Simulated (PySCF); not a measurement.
Compound: C2H6O2Si.
Bonds: C1–C2, C2–O3, O3–Si4, Si4–O5, C1–O5. Hydrogens: H6, H7 on C1; H8, H9 on C2; H10, H11 on Si4.

The same species was optimised twice, with GFN2-xTB and with PBE0-D3(BJ)/def2-SVP (PySCF), and the same property calculations (PySCF, gas phase) were run on both structures.

```
     coordinate  GFN2-xTB  PBE0-D3(BJ)/def2-SVP  change
     Si4–O5 (Å)     1.641                 1.676  +0.035
     O3–Si4 (Å)     1.641                 1.676  +0.035
    Si4–H10 (Å)     1.453                 1.488  +0.035
    Si4–H11 (Å)     1.453                 1.488  +0.035
      C2–O3 (Å)     1.398                 1.416  +0.018
      C1–O5 (Å)     1.398                 1.415  +0.017
      C1–H6 (Å)     1.095                 1.106  +0.011
      C2–H9 (Å)     1.095                 1.106  +0.011
      C1–C2 (Å)     1.544                 1.535  -0.009
      C2–H8 (Å)     1.093                 1.101  +0.008
      C1–H7 (Å)     1.093                 1.101  +0.008
H10–Si4–H11 (°)     117.1                 110.5    -6.6
  C1–O5–Si4 (°)     112.0                 109.1    -2.9
  C2–O3–Si4 (°)     112.0                 109.2    -2.8
 O5–Si4–H11 (°)     108.0                 110.1    +2.1
 O3–Si4–H10 (°)     108.0                 110.1    +2.1
 O3–Si4–H11 (°)     112.7                 114.5    +1.8
 O5–Si4–H10 (°)     112.7                 114.4    +1.7
   O5–C1–H6 (°)     108.8                 110.0    +1.2
```

Rotational constants: A = 6840, B = 4992, C = 3130 MHz (GFN2-xTB) against A = 6659, B = 4906, C = 3090 MHz (PBE0-D3(BJ)/def2-SVP). Point groups within 0.08 Å: C2 and C2.

On the GFN2-xTB structure: lowest triplet, Tamm–Dancoff (eV) 6.60 [B3LYP/def2-SVPD]; isotropic polarisability (au) 52.5 [B3LYP/def2-SVPD]; HOMO (eV) -7.79 [B3LYP/def2-SVPD]; LUMO (eV) 0.09 [B3LYP/def2-SVPD]; dipole (D) 0.88 [B3LYP/def2-SVPD]; HOMO (eV) -7.95 [PBE0/pcSseg-1]; LUMO (eV) 0.66 [PBE0/pcSseg-1]; dipole (D) 1.00 [PBE0/pcSseg-1]; GIAO shielding of C1/C2 (mean) (ppm) 120.9 [PBE0/pcSseg-1]; GIAO shielding of O3/O5 (mean) (ppm) 308.2 [PBE0/pcSseg-1]; GIAO shielding of Si4 (ppm) 351.5 [PBE0/pcSseg-1].

**Question.** What do these properties become on the PBE0-D3(BJ)/def2-SVP structure?

**Answer.** 
```
                                    property            level  on GFN2-xTB  on PBE0-D3(BJ)/def2-SVP  change
           lowest triplet, Tamm–Dancoff (eV)  B3LYP/def2-SVPD         6.60                     6.52   -0.08
               isotropic polarisability (au)  B3LYP/def2-SVPD         52.5                     54.3    +1.8
                                   HOMO (eV)  B3LYP/def2-SVPD        -7.79                    -7.92   -0.13
                                   LUMO (eV)  B3LYP/def2-SVPD         0.09                    -0.02   -0.11
                                  dipole (D)  B3LYP/def2-SVPD         0.88                     1.00   +0.12
energy, GFN2-xTB geometry as zero (kcal/mol)  B3LYP/def2-SVPD          0.0                     -3.5    -3.5
                                   HOMO (eV)    PBE0/pcSseg-1        -7.95                    -8.07   -0.12
                                   LUMO (eV)    PBE0/pcSseg-1         0.66                     0.53   -0.13
                                  dipole (D)    PBE0/pcSseg-1         1.00                     1.13   +0.13
energy, GFN2-xTB geometry as zero (kcal/mol)    PBE0/pcSseg-1          0.0                     -2.7    -2.7
        GIAO shielding of C1/C2 (mean) (ppm)    PBE0/pcSseg-1        120.9                    117.5    -3.4
        GIAO shielding of O3/O5 (mean) (ppm)    PBE0/pcSseg-1        308.2                    297.7   -10.5
                 GIAO shielding of Si4 (ppm)    PBE0/pcSseg-1        351.5                    350.0    -1.5
```

The heavy atoms differ by 0.058 Å rms after alignment. Among all bonds O3–Si4, Si4–O5, Si4–H10 and Si4–H11 change most and about equally (+0.035 Å). Changes are differences of the printed values. Neither structure is proved a minimum here.
